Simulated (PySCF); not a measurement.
CHO2, SMILES [O]C=O, multiplicity 2. Geometry optimised at PBE-D3(BJ)/def2-TZVP. The isomer is the one that the SMILES or the coordinates give; other isomers of the formula were not compared.

Computed equilibrium geometry at PBE-D3(BJ)/def2-TZVP (PySCF confirms it by a frequency run) as Cartesian coordinates in Å, and its point group:
point group C2v.
```xyz
4

O      0.0000     1.1751     0.1641
C      0.0000     0.0000    -0.2081
O      0.0000    -1.1751     0.1641
H      0.0000     0.0000    -1.3768
```
Charge 0, spin multiplicity 2.
